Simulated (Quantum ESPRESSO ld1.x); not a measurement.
All-electron atom: the titanium ion Ti4+ in [Ar].

Method: non-relativistic Kohn-Sham, LDA (Slater exchange, Perdew-Zunger correlation), spin-polarised, spherical densities, point nucleus, Perdew-Zunger self-interaction correction; computed with ld1.x of Quantum ESPRESSO 7.5.

Energy parts (hartree):
total: -847.1063
kinetic: 846.4414
electron-nucleus: -1969.1447
Hartree: 317.2316
exchange-correlation: -41.6345

Orbitals (lengths in bohr, moments of r in powers of bohr; r(max) is where P^2 peaks):
\begin{tabular}{lrrrrr}
orbital & occ. & eigenvalue (hartree) & r(max) & <r^2> & <r> \\ \hline
1s & 2 & -184.826 & 0.046 & 0.006590 & 0.07011 \\
2s & 2 & -22.5429 & 0.273 & 0.1276 & 0.3286 \\
2p & 6 & -19.6090 & 0.220 & 0.1038 & 0.2903 \\
3s & 2 & -4.47435 & 0.863 & 1.111 & 0.9840 \\
3p & 6 & -3.60361 & 0.884 & 1.236 & 1.029 \\
\end{tabular}

The highest occupied level is 3p at -98.059 eV. For comparison, the ionisation energy in NIST's Atomic Spectra Database is 99.30 eV (measured). In exact Kohn-Sham theory the highest level is minus the ionisation energy, but local and semilocal functionals leave it too shallow, through self-interaction and a potential that decays too fast; potentials with the right tail come closer.
